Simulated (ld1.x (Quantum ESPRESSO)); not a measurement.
**gold (Au), RRKJ: configuration errors across variants**

* Element: Au (Z = 79)
* Generator: ld1.x (Quantum ESPRESSO) 7.5
* Type: norm-conserving RRKJ (Kleinman–Bylander form)
* Functional: PBE
* Relativity: scalar-relativistic
* Frozen core: [Xe] 4f14
* Valence charge: 11
* Reference configuration: 5d10 6s1 6p0
* Partial waves: 6s (bound): rc 2.25 bohr; 6p (bound, empty): rc 3.85 bohr; 5d (bound): rc 2.40 bohr
* Local potential: the d channel
* Core correction: none
* rho0: 0.001

All-electron excitation energies from the reference (eV): (1) 5d10 6s0 6p0 9.409; (2) 5d9 6s0 6p0 30.617; (3) 5d8 6s0 6p0 64.494; (4) 5d9 6s2 6p0 1.693; (5) 5d10 6s0.5 6p0 3.773.

Tests that are not counted but printed errors over 1 eV. “base”: 5d10 6s0 6p1 (solver errors, printed error -2.3 eV); 5d9 6s1 6p1 (solver errors, printed error -2.6 eV). “wave 6p (bound): rc 3.85 bohr becomes 6p (bound): rc 4.50 bohr”: 5d10 6s0 6p1 (solver errors, printed error -1.9 eV); 5d9 6s1 6p1 (solver errors, printed error -2.6 eV). “core correction a·sin(br)/r model core inside 2.62 bohr”: 5d10 6s0 6p1 (solver errors, printed error -2.3 eV); 5d9 6s1 6p1 (solver errors, printed error -2.6 eV). “wave 5d (bound): rc 2.40 bohr becomes 5d (bound): rc 1.66 bohr”: 5d9 6s1 6p1 (solver errors, printed error -2.5 eV).

3 further variants failed, have other tests or another functional or relativity, and are left out.

A true bound ghost makes a file unfit for plane-wave use even where its test errors are small: the radial tests pick states by their node count and pass the ghost by. Where a test does run into it, the solver fails or the error is huge.

Errors AE − PS in meV (a dash: test not solved or not reliable):

```tsv
change	(1)	(2)	(3)	(4)	(5)	bound ghosts
base	-1.7	+6.6	-44	-37	-1.3	s, p
wave 6p (bound): rc 3.85 bohr becomes 6p (bound): rc 4.50 bohr	-1.7	+6.6	-44	-37	-1.3	s, p
core correction a·sin(br)/r model core inside 2.62 bohr	-7.2	-12	-83	-37	-2.5	s, p
type PAW; waves now 6s (bound): rcut 1.95, rcutus 2.25 bohr; 6s channel at 0.5 Ry: rcut 1.95, rcutus 2.25 bohr; 6p (bound): rcut 3.35, rcutus 3.85 bohr; 6p channel at 0.4 Ry: rcut 3.35, rcutus 3.85 bohr; 5d (bound): rcut 2.10, rcutus 2.40 bohr; 5d channel at -0.15 Ry: rcut 2.10, rcutus 2.40 bohr; local potential all-electron potential smoothed inside 2.95 bohr (lloc = -2); core correction a·sin(br)/r model core, default radius (ld1.x builds one for every PAW set, though the input has nlcc=.false.); augmentation PSQ, inside the norm-conserving radii; rho0 0	-5.1	-59	-291	-24	-1.8	none
wave 5d (bound): rc 2.40 bohr becomes 5d (bound): rc 1.66 bohr	-3.9	+30	+20	-41	-1.9	s, p
```

Task: Give the same row for: local potential the s channel.

Result: +2.9, -40, -181, -18, 0.0; bound ghosts: none.
